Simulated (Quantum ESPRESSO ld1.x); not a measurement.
Results of a calculation; reference values are marked as such.
Problem. The mean radii <r> (bohr) of the occupied orbitals of an atom or ion are listed with their occupations. Level of theory: scalar-relativistic Kohn-Sham, LDA (Slater exchange, Perdew-Wang correlation), spin-polarised, spherical densities, point nucleus (ld1.x of Quantum ESPRESSO 7.5).

orbital  occ.      <r>
1s up       1  0.04034
1s down     1  0.04033
2s up       1   0.1758
2s down     1   0.1757
2p up       3   0.1529
2p down     3   0.1528
3s up       1   0.4386
3s down     1   0.4395
3p up       2   0.4271

Name the element and its charge. Open shells, if any, are filled with parallel spins first.

Solution. Z = 37, rubidium, charge +23: Rb23+ in [Ne] 3s2 3p2. The 1s radius gives Z: for a bare nucleus <r> = (2 gamma + 1)/(2Z) with gamma = sqrt(1 - (Z/c)^2), 0.03954 bohr for Z = 37, and screening makes it slightly larger (0.04034 here). The occupations add up to 14, and the charge is Z minus that.
